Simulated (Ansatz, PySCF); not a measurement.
Molecule: sum formula BNH3 (charge +1, singlet). It need not be the lowest isomer of its formula. 
Coordinates optimised at B3LYP-D3(BJ)/def2-TZVP (Ansatz, a program for electronic structure):
```
N
B 1 1.3115
H 1 1.0214 2 123.45
H 1 1.0214 3 113.09 2 180.00
H 2 1.1685 3 155.55 1 180.00
```
Charge +1, spin multiplicity 1.

Wanted: vertical ionisation energy (to the doublet state of charge +2; each state is the SCF solution reached for its spin), in eV. Valence correlation only, unless marked. Open shells are spin-unrestricted. Spin-orbit coupling is left out. No relativistic terms. CBS marks a two-point X^-3 extrapolation of the correlation energy; Hartree-Fock from the larger set.

| level | program | vertical ionisation energy (eV) | minus last row |
|---|---|---|---|
| SVWN5/def2-TZVPD | Ansatz | 20.53 | 0.47 |
| RI-MP2/aug-cc-pVTZ | Ansatz | 20.06 | 0.00 |
| RI-MP2/aug-cc-pVQZ | Ansatz | 20.12 | 0.06 |
| RI-MP2/CBS(def2-TZVPPD,def2-QZVPPD) | Ansatz | 20.15 | 0.09 |
| SCS-MP2/def2-SVPD | Ansatz | 19.91 | -0.15 |
| SCS-MP2/def2-TZVPPD | Ansatz | 19.96 | -0.10 |
| CCSD/def2-TZVPPD | Ansatz | 19.83 | -0.23 |
| CCSD/CBS(def2-TZVPPD,def2-QZVPPD) | Ansatz | 19.92 | -0.14 |
| CCSD(T)/def2-TZVPPD | Ansatz | 19.96 | -0.10 |
| CCSD(T)/CBS(def2-TZVPPD,def2-QZVPPD) | Ansatz | 20.06 | 0.00 |

For comparison, minus the highest occupied orbital energy (PySCF): 15.77 eV at M06-L/def2-TZVPD, 20.27 eV at HF/def2-TZVPD, 15.57 eV at TPSS/def2-TZVPD.
